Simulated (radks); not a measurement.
Results of a calculation; reference values are marked as such.
P4+, 11 electrons, occupied as [Ne] 3s0.75 3p0.25 (fractional occupations, a model configuration).

Level of theory: non-relativistic Kohn-Sham, BLYP, spin-unpolarised, spherical densities, point nucleus (a radial shooting solver on a logarithmic mesh with Libxc functionals).

Energy parts (eV):
| part | energy |
|---|---|
| total | -9172.162 |
| kinetic | 9161.629 |
| electron-nucleus | -21207.247 |
| Hartree | 3464.751 |
| exchange-correlation | -591.295 |

Orbitals (lengths in bohr, moments of r in powers of bohr; r(90%) holds 90 % of the orbital's charge):
| orbital | occ. | eigenvalue (eV) | r(90%) | <1/r> | <r^4> |
|---|---|---|---|---|---|
| 1s | 2 | -2137.966 | 0.186 | 14.57 | 0.0005451 |
| 2s | 2 | -229.2059 | 0.815 | 2.818 | 0.1876 |
| 2p | 6 | -181.0626 | 0.804 | 2.723 | 0.1820 |
| 3s | 0.75 | -58.6254 | 2.36 | 0.8689 | 13.03 |
| 3p | 0.25 | -47.9367 | 2.59 | 0.7891 | 18.64 |
| 3d | 0 | -33.5871 | 3.01 | 0.6179 | 33.26 |
| 4s | 0 | -25.8980 | 4.76 | 0.4191 | 224.5 |

The highest occupied level is 3p at -47.937 eV. Summed over all electrons, <r^2> = 5.460 bohr^2, which gives a Langevin (diamagnetic) susceptibility term of -4.32 x 10^-6 cm^3/mol. The density falls to 0.001 e/bohr^3 at r = 2.81 bohr.
